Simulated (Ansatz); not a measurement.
Reaction (hydrogenolysis of the Al–Cl bond): `C=C[CH2][Al]([Cl])[Cl]` + H₂ → `C=C[CH2][AlH][Cl]` + HCl

Gas-phase electronic energies from Ansatz, PBE0-D4/def2-TZVP geometries. CCSD(T)/CBS is the MP2 limit (def2-TZVPP, def2-QZVPP) plus CCSD(T) − MP2 in def2-TZVPP, frozen cores. This one scheme is used for every species. Functionals use def2-TZVPP. B3LYP here is the variant with VWN-RPA as its local correlation; programs differ in this. Each species was taken in one conformer, which may not be the lowest.

```json
{"level": "B3LYP-D4", "ΔE (kJ/mol)": "142.5"}
{"level": "SCS-MP2/def2-TZVPP", "ΔE (kJ/mol)": "144.3"}
```

(1) What does CCSD(T)/CBS give? (Estimate.)

Largest T1 diagnostic among the species: 0.011.

## Answers

(1) Computed: +144.5 kJ/mol. The listed levels differ from it by -2.0, -0.2 kJ/mol.

In def2-TZVPP, CCSD(T) changes the Hartree–Fock value by +3.5 kJ/mol (the triples alone add +2.4 kJ/mol) and MP2 by +12.7 kJ/mol. Leaving LDA and LC-ωPBE aside and taking each functional with its dispersion term where it has one, the values, not all of them listed here, spread over 12.5 kJ/mol, from B97M-V to r2SCAN-D4. LDA lies −4.1 kJ/mol from PBE without D4. From BLYP to BHLYP (50 % exact exchange), in def2-TZVPP and without D4, ΔE moves by +3.9 kJ/mol.
